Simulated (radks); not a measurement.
Tb+, configuration [Xe] 4f7 6s1 6p2 (not the ground configuration). Calculated with a radial shooting solver on a logarithmic mesh with Libxc functionals: Dirac Kohn-Sham, PBE, spin-unpolarised, spherical densities, finite nucleus; open shells are shared between the two j in proportion to 2j + 1; Fermi nuclear charge, rms radius 5.06 fm.

Unscreened Slater integrals over Kohn-Sham orbitals (cm^-1). Large and small components are both included.

integral,value
"F0(6p3/2,6p3/2)",49242
"F2(6p3/2,6p3/2)",27164
"F0(6p3/2,6p1/2)",50391
"G2(6p3/2,6p1/2)",27545
"F0(6p3/2,6s1/2)",53923
"G1(6p3/2,6s1/2)",33368
"F0(6p3/2,4f7/2)",64663
"F2(6p3/2,4f7/2)",7982.9
"G2(6p3/2,4f7/2)",2043.4
"G4(6p3/2,4f7/2)",1862.5
"F0(6p1/2,6p1/2)",51666
"F0(6p1/2,6s1/2)",55626
"G1(6p1/2,6s1/2)",36675
"F0(6p1/2,4f7/2)",67676
"G4(6p1/2,4f7/2)",2043.0
"F0(6s1/2,6s1/2)",61145
"F0(6s1/2,4f7/2)",79473
"G3(6s1/2,4f7/2)",2993.5
"F0(4f7/2,4f7/2)",257090
"F2(4f7/2,4f7/2)",122480
"F4(4f7/2,4f7/2)",76896
"F6(4f7/2,4f7/2)",55334
